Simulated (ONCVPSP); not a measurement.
**Potentials for aluminium compared**

Generated with ld1.x 7.5 (TM, RRKJ, ultrasoft, PAW), atompaw 4.2 or ONCVPSP 4.0.1. The cutoff is in Ry: for ld1.x and atompaw files where the sum of valence levels is converged to 10 mRy in a Bessel basis, for ONCV files where the hardest occupied wave has 1 mHa per electron of residual kinetic energy. The error is the largest all-electron minus pseudo excitation energy over each file’s own four to seven test configurations (ionisations up to +4, promotions, holes and added fractions of an electron), all of which were solved. The labels leave out finer settings (local radius, basis sizes, second energies), which also bear on the numbers. Spin-polarised tests are not counted. The rows are a selection from randomly drawn settings: files with unsolved tests, undetermined cutoffs or missed reference levels are left out.

```tsv
potential	cutoff (Ry)	largest error (meV)	bound ghosts
ONCV, LDA (Perdew-Wang 92), scalar-relativistic, rc 1.55/2.55 (sp), local s, core correction no, reference 3s1 3p2, qcut 3.9/2.9, projectors 0/3	20	+47	none
ONCV, BLYP, scalar-relativistic, rc 2.30/2.85/2.50 (spd), local smoothed, core correction yes, reference 3s2 3p1, qcut 2.2/3.1/4.1, projectors 2/2/2	33	-9.1	none
```

Question: Fill in the row for Al: ONCV, PBEsol, scalar-relativistic, rc 1.10/0.95/1.05 (spd), local smoothed, core correction yes, reference 2s2 2p6 3s1, qcut 13.7/18.3/10.1, projectors 2/2/2.

Answer: cutoff 207 Ry, largest error +2.4 meV, bound ghosts: none.

Question: Fill in the row for Al: ONCV, LDA (Perdew-Zunger), scalar-relativistic, rc 1.45/2.45/2.40 (spd), local s, core correction yes, reference 3s2 3p1, qcut 3.7/2.6/4.1, projectors 0/2/1.

Answer: cutoff 15 Ry, largest error +18 meV, bound ghosts: none.

Question: Fill in the row for Al: ONCV, PBE, scalar-relativistic, rc 1.95/1.55 (sp), local smoothed, core correction yes, reference 3s1, qcut 3.7/4.4, projectors 1/1.

Answer: cutoff 12 Ry, largest error +155 meV, bound ghosts: none.
